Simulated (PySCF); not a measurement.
NICS in isomers of C10H7Cl.

NICS is the negative of the GIAO shielding at a point without a nucleus: at the ring centre (0) and 1 Å above and below it (1); zz is the component along the ring normal. Level: GIAO PBE0/pcSseg-1 (PySCF, non-relativistic, gas phase) on the GFN2-xTB geometries, one conformer each. Atom numbers follow the mapped SMILES.

Question: Order these rings by mean NICS(1)zz, lowest (most negative) first (ppm).
A. ring C2–C3–C4–C5–C10–C11 in `[Cl:1][c:2]1[cH:3][cH:4][c:5]2[cH:6][cH:7][cH:8][cH:9][c:10]2[cH:11]1`
B. ring C6–C7–C8–C9–C10–C11 in `[Cl:1][c:2]1[cH:3][cH:4][cH:5][c:6]2[cH:7][cH:8][cH:9][cH:10][c:11]12`
C. ring C2–C3–C4–C10–C11 in `[Cl:1][c:2]1[cH:3][c:4]2[cH:5][cH:6][cH:7][cH:8][cH:9][c:10]-2[cH:11]1`

Answer: C (-47.1), B (-29.6), A (-27.9).

```json
{"SMILES": "Clc1cc2cccccc-2c1", "ring": "5-membered carbocycle; formal bonds 4 aromatic, 1 single", "NICS(0)": "-18.0", "NICS(1)": "-18.3", "NICS(1)zz": "-47.1", "HOMA": "0.51", "rms pucker (Å)": "0.00", "ring atoms with four or more neighbours": "0"}
{"SMILES": "Clc1cccc2ccccc12", "ring": "6-membered carbocycle; formal bonds all aromatic", "NICS(0)": "-9.2", "NICS(1)": "-12.0", "NICS(1)zz": "-29.6", "HOMA": "0.86", "rms pucker (Å)": "0.00", "ring atoms with four or more neighbours": "0"}
{"SMILES": "Clc1ccc2ccccc2c1", "ring": "6-membered carbocycle; formal bonds all aromatic", "NICS(0)": "-9.4", "NICS(1)": "-11.6", "NICS(1)zz": "-27.9", "HOMA": "0.86", "rms pucker (Å)": "0.00", "ring atoms with four or more neighbours": "0"}
```

NICS(0) gives another order. The isotropic NICS(1) gives the same order. HOMA uses Krygowski's 1993 parameters. NICS(1) and NICS(1)zz are means over the two faces.
